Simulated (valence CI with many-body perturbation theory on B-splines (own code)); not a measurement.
## Energy levels of Yb19+

Computed by relativistic CI+MBPT: five valence electrons over a frozen Dirac-Fock core [Kr] 4d10, radial functions for each j: 7 s, 7 p, 7 d, 7 f, 4 g, 2 h, with the one-electron correlation potential Σ1, the two-electron term Σ2, the three-electron term Σ3, Breit, model QED; selected CI, second order for the rest, scaled by the run's own slope (own B-spline code, finite nucleus).

No measured spectrum was set against this ion. As an estimate, terms of the open shell hold to a few per cent of their energy, and close levels can change places. Among the levels kept, up to 1000 cm⁻¹ of a level comes from second order outside the variational space, and about a tenth of that is noise between levels of different J, which matters for small intervals. Only levels of the ground parity were solved; by the run's estimate the other parity begins above the list, which can be wrong where configurations are misplaced.

Levels 91 to 135 of 194, with energies above the lowest level, 4f⁵ ⁶H°_5/2. "Leading %" is the weight of the configuration and term that name the level; weights of strongly mixed levels are sums over their largest components and can fall short. In the jj column 3d3/2^4 stands for four electrons in 3d with j = 3/2.

```csv
No.,Configuration,Term,J,E (eV),Leading %,Leading jj,Second component
91,4f⁵,²O°,21/2,12.401,51,4f5/2 4f7/2^4 (71 %),45 % 4f⁵ ²N°
92,4f⁵,²H°,9/2,12.582,40,4f5/2^2 4f7/2^3 (40 %),34 % 4f⁵ ²G°
93,4f⁵,²K°,15/2,12.671,40,4f7/2^5 (54 %),36 % 4f⁵ ²L°
94,4f⁵,²D°,3/2,12.706,36,4f5/2 4f7/2^4 (48 %),34 % 4f⁵ ²P°
95,4f⁵,²L°,17/2,12.770,89,4f5/2^2 4f7/2^3 (86 %),7 % 4f⁵ ⁴K°
96,4f⁵,⁴H°,7/2,12.852,51,4f5/2^2 4f7/2^3 (48 %),27 % 4f⁵ ⁴G°
97,4f⁵,⁴G°,5/2,13.007,25,4f5/2^3 4f7/2^2 (41 %),22 % 4f⁵ ⁴P°
98,4f⁵,⁴G°,9/2,13.009,45,4f5/2 4f7/2^4 (38 %),28 % 4f⁵ ⁴H°
99,4f⁵,²H°,11/2,13.050,53,4f5/2^2 4f7/2^3 (73 %),16 % 4f⁵ ²I°
100,4f⁵,⁴H°,13/2,13.167,52,4f5/2^2 4f7/2^3 (82 %),39 % 4f⁵ ⁴K°
101,4f⁵,⁴G°,11/2,13.194,37,4f5/2^2 4f7/2^3 (41 %),33 % 4f⁵ ²H°
102,4f⁵,²D°,5/2,13.217,63,4f5/2^2 4f7/2^3 (38 %),13 % 4f⁵ ²F°
103,4f⁵,⁴P°,1/2,13.258,71,4f5/2^3 4f7/2^2 (81 %),20 % 4f⁵ ⁴D°
104,4f⁵,²I°,13/2,13.348,56,4f5/2 4f7/2^4 (60 %),18 % 4f⁵ ²K°
105,4f⁵,⁴K°,11/2,13.393,36,4f5/2^2 4f7/2^3 (36 %),22 % 4f⁵ ²H°
106,4f⁵,⁴K°,15/2,13.536,84,4f5/2^2 4f7/2^3 (59 %),7 % 4f⁵ ²K°
107,4f⁵,⁴K°,17/2,13.751,88,4f5/2^2 4f7/2^3 (40 %),11 % 4f⁵ ²L°
108,4f⁵,²F°,7/2,13.800,56,4f5/2 4f7/2^4 (41 %),33 % 4f⁵ ²G°
109,4f⁵,²I°,13/2,13.889,49,4f5/2 4f7/2^4 (54 %),27 % 4f⁵ ⁴K°
110,4f⁵,²H°,9/2,13.969,62,4f5/2^2 4f7/2^3 (48 %),22 % 4f⁵ ²G°
111,4f⁵,²F°,5/2,14.076,47,4f5/2^3 4f7/2^2 (36 %),16 % 4f⁵ ⁴P°
112,4f⁵,²K°,15/2,14.124,55,4f5/2 4f7/2^4 (77 %),34 % 4f⁵ ²L°
113,4f⁵,²D°,3/2,14.351,31,4f5/2^2 4f7/2^3 (33 %),25 % 4f⁵ ²P°
114,4f⁵,²H°,9/2,14.411,59,4f5/2 4f7/2^4 (34 %),20 % 4f⁵ ²G°
115,4f⁵,²F°,7/2,14.459,45,4f5/2^2 4f7/2^3 (49 %),25 % 4f⁵ ⁴D°
116,4f⁵,⁴F°,3/2,14.546,27,4f5/2^3 4f7/2^2 (74 %),26 % 4f⁵ ²D°
117,4f⁵,²I°,11/2,14.694,42,4f5/2^2 4f7/2^3 (31 %),39 % 4f⁵ ²H°
118,4f⁵,²K°,13/2,14.830,63,4f5/2^3 4f7/2^2 (41 %),29 % 4f⁵ ²I°
119,4f⁵,²F°,5/2,14.884,57,4f5/2 4f7/2^4 (55 %),15 % 4f⁵ ⁴P°
120,4f⁵,⁴D°,1/2,14.888,66,4f5/2^2 4f7/2^3 (69 %),26 % 4f⁵ ⁴P°
121,4f⁵,²H°,9/2,15.151,56,4f7/2^5 (38 %),29 % 4f⁵ ²G°
122,4f⁵,²K°,15/2,15.300,93,4f5/2^2 4f7/2^3 (72 %),
123,4f⁵,²H°,11/2,15.350,50,4f5/2 4f7/2^4 (49 %),20 % 4f⁵ ²I°
124,4f⁵,⁴H°,7/2,15.563,72,4f5/2^4 4f7/2 (32 %),12 % 4f⁵ ²G°
125,4f⁵,⁴F°,5/2,15.571,34,4f5/2^2 4f7/2^3 (45 %),24 % 4f⁵ ⁴D°
126,4f⁵,⁴D°,7/2,15.729,36,4f5/2^2 4f7/2^3 (50 %),35 % 4f⁵ ²F°
127,4f⁵,⁴H°,13/2,15.781,77,4f5/2^2 4f7/2^3 (72 %),16 % 4f⁵ ²K°
128,4f⁵,²P°,1/2,15.797,82,4f5/2^2 4f7/2^3 (81 %),16 % 4f⁵ ⁴D°
129,4f⁵,⁴H°,9/2,15.881,81,4f5/2^3 4f7/2^2 (48 %),6 % 4f⁵ ²H°
130,4f⁵,⁴H°,11/2,15.969,69,4f5/2^2 4f7/2^3 (57 %),15 % 4f⁵ ²I°
131,4f⁵,²D°,3/2,16.008,43,4f5/2^2 4f7/2^3 (58 %),31 % 4f⁵ ⁴D°
132,4f⁵,²P°,3/2,16.126,28,4f5/2^2 4f7/2^3 (47 %),23 % 4f⁵ ⁴P°
133,4f⁵,⁴D°,7/2,16.440,55,4f5/2^3 4f7/2^2 (31 %),20 % 4f⁵ ⁴F°
134,4f⁵,⁴D°,5/2,16.528,40,4f5/2^2 4f7/2^3 (47 %),33 % 4f⁵ ²D°
135,4f⁵,²M°,17/2,16.687,88,4f5/2^2 4f7/2^3 (51 %),10 % 4f⁵ ²L°
```

Names give the largest LS component (configuration and term), which can be under half, so a name can repeat, a term be missing and a line seem to break the LS rules; names also repeat where a configuration has a term twice.

Where two levels of one J and parity lie close, their mixing, g and order are uncertain.
